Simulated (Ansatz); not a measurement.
Reaction (substitution at a C–O bond): `COCCN` + `[BH2][AlH][OH]` → `[BH2][AlH][O]C` + `NCCO`

Calculated with Ansatz (gas phase, PBE0-D4/def2-TZVP geometries, no zero-point term in ΔE). CCSD(T)/CBS adds triple-zeta CCSD(T) − MP2 to the extrapolated MP2 energy (def2 sets, frozen cores). This one scheme is used for every species. DFT in def2-TZVPP. HSE06 is defined as in plane-wave codes. One conformer a species, not always the lowest.

```json
{"level": "PBE-D4", "ΔE (kJ/mol)": "17.3", "difference from CCSD(T)/CBS": "-0.9"}
{"level": "PBE0-D4", "ΔE (kJ/mol)": "16.4", "difference from CCSD(T)/CBS": "-1.8"}
{"level": "r2SCAN0-D4", "ΔE (kJ/mol)": "16.8", "difference from CCSD(T)/CBS": "-1.4"}
{"level": "HSE06-D4", "ΔE (kJ/mol)": "16.3", "difference from CCSD(T)/CBS": "-1.9"}
{"level": "ωB97X-V", "ΔE (kJ/mol)": "17.1", "difference from CCSD(T)/CBS": "-1.1"}
{"level": "PBE-QIDH", "ΔE (kJ/mol)": "16.9", "difference from CCSD(T)/CBS": "-1.3"}
{"level": "PBE", "ΔE (kJ/mol)": "15.8", "difference from CCSD(T)/CBS": "-2.4"}
{"level": "revPBE", "ΔE (kJ/mol)": "13.9", "difference from CCSD(T)/CBS": "-4.3"}
{"level": "BLYP", "ΔE (kJ/mol)": "13.7", "difference from CCSD(T)/CBS": "-4.5"}
{"level": "r2SCAN", "ΔE (kJ/mol)": "17.0", "difference from CCSD(T)/CBS": "-1.2"}
{"level": "PBE0", "ΔE (kJ/mol)": "15.1", "difference from CCSD(T)/CBS": "-3.1"}
{"level": "HSE06", "ΔE (kJ/mol)": "15.1", "difference from CCSD(T)/CBS": "-3.1"}
{"level": "BHLYP", "ΔE (kJ/mol)": "13.6", "difference from CCSD(T)/CBS": "-4.6"}
{"level": "MP2/def2-TZVPP", "ΔE (kJ/mol)": "19.9", "difference from CCSD(T)/CBS": "1.7"}
{"level": "HF/def2-QZVPP", "ΔE (kJ/mol)": "10.4", "difference from CCSD(T)/CBS": "-7.8"}
{"level": "CCSD/CBS(def2)", "ΔE (kJ/mol)": "16.8", "difference from CCSD(T)/CBS": "-1.4"}
{"level": "CCSD(T)/CBS", "ΔE (kJ/mol)": "18.2", "difference from CCSD(T)/CBS": "0"}
```

Largest T1 diagnostic among the species: 0.012.

Leaving LDA and LC-ωPBE aside and taking each functional with its dispersion term where it has one, the values, not all of them listed here, spread over 4.0 kJ/mol, from BHLYP-D4 to B97M-V. LDA lies +3.5 kJ/mol from PBE without D4. In def2-TZVPP, CCSD(T) changes the Hartree–Fock value by +7.7 kJ/mol (the triples alone add +1.5 kJ/mol) and MP2 by +9.0 kJ/mol.

CCSD(T)/CBS has its own doubt, a few kJ/mol and more with outer-core shells, so smaller differences from it don't rank the levels.
